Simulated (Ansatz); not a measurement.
A nudged elastic band was laid between two geometries of C3H9B (13 atoms, charge 0, multiplicity 1).

All numbers below come from RKS PBE/6-31G* in Ansatz.

```json
{
 "movable images": "5",
 "climbing image": "yes",
 "spring": "5.0 eV/Å²",
 "optimiser": "quadratic models (default)",
 "start path": "through a guess of the saddle point",
 "force threshold": "0.05 eV/Å",
 "iteration limit": "60",
 "end points": "relaxed"
}
```

First end point:

```xyz
13
Properties=species:S:1:pos:R:3
C -0.870 1.209 -0.521
B 0.010 -0.004 -0.011
C 1.035 0.216 1.174
C -0.150 -1.436 -0.664
H -1.442 1.028 -1.446
H -0.260 2.123 -0.655
H -1.596 1.473 0.276
H 1.070 -0.639 1.874
H 0.903 1.149 1.748
H 2.049 0.256 0.722
H -0.213 -1.393 -1.767
H -1.131 -1.842 -0.338
H 0.616 -2.176 -0.375
```

Last end point:

```xyz
13
Properties=species:S:1:pos:R:3
C -1.020 1.158 -0.331
B -0.015 -0.013 0.016
C 1.243 0.283 0.928
C -0.238 -1.463 -0.573
H -0.542 1.784 -1.115
H -1.181 1.846 0.521
H -2.001 0.840 -0.726
H 0.967 -0.040 1.955
H 1.528 1.347 1.004
H 2.133 -0.315 0.664
H 0.098 -1.435 -1.632
H -1.300 -1.764 -0.613
H 0.348 -2.261 -0.084
```

(1) What changes between the two ends?

(2) What energy profile does the band end with?

(3) What is the geometry of the highest image?

Answers

(1) No bond is made or broken.

(2) It converged. The highest image is number 3 of 0 to 6, 0.0 kcal/mol above the ends, which have the same energy within 2 meV. The top lies less than 8 meV above the higher end, about what the thresholds resolve: that end is a shoulder or a very shallow well. A vibrational analysis at the climbing image gives no mode beyond 40i cm⁻¹: the surface is too flat there to confirm a saddle point.

| image | path coordinate (Å) | energy (kcal/mol) |
| --- | --- | --- |
| 0 | 0.00 | 0.0 |
| 1 | 0.78 | 0.0 |
| 2 | 1.56 | 0.0 |
| 3 | 2.35 | 0.0 |
| 4 | 3.14 | 0.0 |
| 5 | 3.94 | 0.0 |
| 6 | 4.73 | 0.0 |

(3) 
```xyz
13
Properties=species:S:1:pos:R:3
C -1.035 1.155 -0.323
B 0.020 0.017 -0.016
C 1.214 0.268 0.990
C -0.151 -1.406 -0.686
H -1.398 1.134 -1.366
H -0.710 2.181 -0.076
H -1.933 0.944 0.296
H 0.817 0.076 2.010
H 1.586 1.308 1.004
H 2.067 -0.422 0.866
H 0.506 -1.416 -1.582
H -1.169 -1.632 -1.048
H 0.204 -2.241 -0.055
```

The run took 2.1 min on 1 CPU thread of a shared host.
